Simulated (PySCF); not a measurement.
BCl2, SMILES Cl[B+]Cl, charge +1. The structure is a stationary point at B3LYP-D3(BJ)/def2-TZVP.

TDA-LC-ωPBE/def2-TZVPD (PySCF 2.14.0) puts the lowest singlet excitations at 6.91, 7.08, 7.08, 8.32, 8.54, 8.54 eV.

**Question.** What are the lowest excitation roots from ADC(2)/aug-cc-pVDZ run with PySCF? (An estimate is asked for; the answer gives what the named calculation found.)

**Answer.** 7.24, 7.24, 7.27, 8.47, 8.79, 8.90 eV. S1 differs by 0.33 eV (second minus first; roots are paired by order, and the bases may differ).
